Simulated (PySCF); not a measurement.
B(CCH)(Cl)(OMe) (C3H4BClO), SMILES ClB(C#C)OC.

The structure is a stationary point at PBE0-D3(BJ)/def2-SVP. This is a generated structure with no PubChem entry under its InChIKey; it may be hypothetical. One conformer was computed; it need not be the lowest.

Two levels are set side by side: PBE/def2-TZVP (PySCF) and HF/def2-TZVP (PySCF). Same geometry, gas phase. Differences are taken from unrounded values.

| quantity | PBE |
|---|---|
| orbital gap (eV) | 4.82 |
| highest occupied level (eV) | -6.96 |
| lowest empty level (eV) | -2.14 |
| dipole moment (D) | 1.23 |
| mean polarisability (bohr³) | 66.3 |

Q: These are the PBE values. What does HF give? (An estimate is asked for; the answer gives what the named calculation found.)

A: 
```
quantity                         HF  PBE minus HF
---------------------------  ------  ------------
orbital gap (eV)              13.44         -8.61
highest occupied level (eV)  -10.99          4.03
lowest empty level (eV)        2.45         -4.58
dipole moment (D)              1.07          0.17
mean polarisability (bohr³)    58.9           7.4
```

Without exact exchange PBE keeps part of each electron's self-repulsion, which lifts occupied levels and narrows the gap. Loosely held outer electrons make PBE densities more polarisable. Differences between two approximate levels are no errors against the true value.

Rough cost on one machine, each run with all the roots and properties that it gave: HF against PBE about 1/4.
